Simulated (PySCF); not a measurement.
# Structure from NMR data

The spectra below were simulated for a compound C$_{5}$H$_{10}$N$_{2}$Si.

1H NMR (500 MHz, computed): δ 7.89 (m, 1H), 7.56 (m, 1H), 6.56 (m, 1H), 5.39 (sept, 1H), 0.61 (d, 6H).

13C{1H} NMR (computed): δ 146.9 (CH), 137.5 (CH), 112.3 (CH), -2.3 (CH3).

- coordinates at the GFN2-xTB level
- NMR shieldings at PBE0/pcSseg-1/GIAO
- run in PySCF 2.14
- one computed conformer, rapidly exchanging positions averaged, no solvent, no relativistic terms

Shifts are taken against calculated references (same method and geometry level): TMS for 1H, 13C.

Q: Which candidate is it?
A. C[SiH](C)n1cccn1
B. Cc1cnn([SiH3])c1C
C. C=C[C@@H]1C=NN([SiH3])C1
D. CCc1nccn1[SiH3]

A: A. 

The formula gives 3 degrees of unsaturation (1 ring in the answer). 4 carbon signals for 5 carbons: some carbons are equivalent by symmetry or fast rotation. Carbon types of the structure: 3 × CH, 2 × CH3, leaving 1 H on heteroatoms. δC 146.9, 137.5: aromatic CH next to a ring nitrogen. δC 112.3: aromatic CH. δC -2.3: methyl carbon bonded to Si; an electropositive neighbour leaves it electron-rich and shielded. δH 6.56: hydrogen on an aromatic CH; aromatic region. δH 0.61: hydrogen on a methyl carbon bonded to Si; an electropositive neighbour shields it, as in TMS itself.

The others: CCc1nccn1[SiH3] would give 5 carbon signals, not 4; Cc1cnn([SiH3])c1C would give 5 carbon signals, not 4; C=C[C@@H]1C=NN([SiH3])C1 would give 5 carbon signals, not 4.

Shifts are as computed. Against solution values, carbons near 30 ppm lie about +3 ppm off and those near 130 ppm about +5 ppm. Of 1211 compounds with measured shifts, 218 miss one by over three times the rms of a fit or turn the order of signals round; such compounds aren't used in these exercises. No couplings were computed; multiplicities are counted from neighbouring protons, with m where these are inequivalent, close in shift, in a saturated or five-membered ring or joined by F or P, and br s for small geminal =CH2 splittings.
